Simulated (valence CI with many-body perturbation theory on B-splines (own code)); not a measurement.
**Valence orbitals of Pt72+**

Level of theory: valence CI with perturbative core correlation (CI+MBPT): four valence electrons over a frozen Dirac-Fock core [He], a basis of 11 s, 11 p, 10 d, 8 f, 5 g, 2 h functions for each j, with the one-electron correlation potential Σ1 (screened to all orders), the two-electron term Σ2, the three-electron term Σ3, Breit, model QED; selected single and double excitations, second order for the rest, scaled by the run's own slope (own B-spline code, finite nucleus).

The last digits are not significant, and no measured levels were compared; by estimate large intervals hold to a few tenths of a per cent, small ones and those within an open d or f shell to about a per cent. Among the levels kept, up to 1400 cm⁻¹ of a level comes from second order outside the variational space, and about a tenth of that is noise between levels of different J, which matters for small intervals.

These are the spectroscopic orbitals of the CI (the correlating ones are not listed), shaped by the core and the other valence electrons. h is the expectation value of the core's Dirac-Fock operator, without the valence repulsion; Σ1 is computed up to l = 3 at one energy for each symmetry, that of its lowest orbital but kept below the first core excitation, so for empty shells it is not the orbital's own correlation shift; Breit and QED include the response of the core.

```csv
Orbital,h (hartree),Σ1 (cm⁻¹),Breit (cm⁻¹),QED (cm⁻¹),⟨r⟩ (bohr)
2s1/2,-817.51,-1654,151593,191461,0.06937
3s1/2,-353.32,-424,41586,54967,0.1633
4s1/2,-194.89,-167,16326,22397,0.2988
5s1/2,-123.07,-82.8,8115,11217,0.4753
6s1/2,-84.652,-46.9,4604,6391,0.6928
7s1/2,-61.75,-29.1,2861,3980,0.9512
2p1/2,-809.57,-4731,306211,12288,0.05685
3p1/2,-351.11,-1097,80400,2474,0.1516
4p1/2,-193.99,-424,31387,943,0.2878
5p1/2,-122.62,-208,15531,461,0.4650
6p1/2,-84.395,-117,8794,260,0.6833
7p1/2,-61.589,-72.5,5458,161,0.9424
2p3/2,-738.4,-2612,94831,28512,0.06459
3p3/2,-329.92,-613,26664,7539,0.1627
4p3/2,-185.13,-239,13468,3054,0.3025
5p3/2,-118.12,-118,6784,1533,0.4834
6p3/2,-81.812,-66.9,3885,876,0.7054
7p3/2,-59.972,-41.6,2431,548,0.9680
3d3/2,-329.18,-281,2869,-228,0.1370
4d3/2,-184.82,-123,1584,29.9,0.2773
5d3/2,-117.96,-63.7,764,40.5,0.4588
6d3/2,-81.719,-37.1,463,30.7,0.6814
7d3/2,-59.914,-23.4,299,22.0,0.9446
3d5/2,-323.4,-229,919,2308,0.1406
4d5/2,-182.36,-99,509,1087,0.2818
5d5/2,-116.71,-51.4,236,579,0.4642
6d5/2,-80.991,-29.9,143,341,0.6878
7d5/2,-59.456,-18.9,92.8,217,0.9520
4f5/2,-182.28,-21.6,16.6,-284,0.2420
5f5/2,-116.67,-12.4,13.8,-137,0.4246
6f5/2,-80.97,-7.5,8.4,-76.1,0.6485
7f5/2,-59.443,-4.9,5.9,-46.8,0.9132
4f7/2,-181.1,-19.9,5.0,268,0.2444
5f7/2,-116.06,-11.3,4.2,147,0.4274
6f7/2,-80.619,-6.9,2.3,87.9,0.6517
7f7/2,-59.222,-4.4,1.7,56.5,0.9168
5g7/2,-116.05,,0.1,-93.2,0.3729
6g7/2,-80.613,,0.1,-53.8,0.5973
7g7/2,-59.218,,0.1,-33.8,0.8627
5g9/2,-115.69,,0.0,74.7,0.3747
6g9/2,-80.405,,0.0,43.7,0.5993
7g9/2,-59.087,,0.0,27.7,0.8649
6h9/2,-80.405,,,,0.5308
6h11/2,-80.268,,,,0.5323
```

Among the shells of the start configuration 2s2 2p2, Σ1 is largest in size for 2p1/2, where it is 0.0027 % of h.

Lowest root of each symmetry, sizes in configuration state functions:

| J | Parity | Roots | Reference | Variational | Second order | Change by selected CI (cm⁻¹) | Change by second order (cm⁻¹) |
| --- | --- | --- | --- | --- | --- | --- | --- |
| 0 | even | 20 | 53 | 29753 | 34768 | -28016 | 0 |
| 1 | even | 36 | 124 | 31998 | 144958 | -22880 | -196 |
| 2 | even | 36 | 150 | 31998 | 261469 | -24286 | -380 |
| 3 | even | 24 | 123 | 31995 | 290414 | -20750 | -454 |
| 4 | even | 10 | 83 | 31997 | 194824 | -21618 | -306 |
| 5 | even | 3 | 46 | 28534 | 85185 | -19684 | -14 |
| 0 | odd | 15 | 49 | 27485 | 23662 | -27337 | -1 |
| 1 | odd | 35 | 127 | 31998 | 168666 | -31724 | -173 |
| 2 | odd | 35 | 147 | 31998 | 265333 | -25827 | -381 |
| 3 | odd | 20 | 122 | 31996 | 233358 | -22861 | -421 |
| 4 | odd | 7 | 82 | 31992 | 156914 | -21029 | -142 |
| 5 | odd | 1 | 45 | 17269 | 66053 | -27530 | -11 |
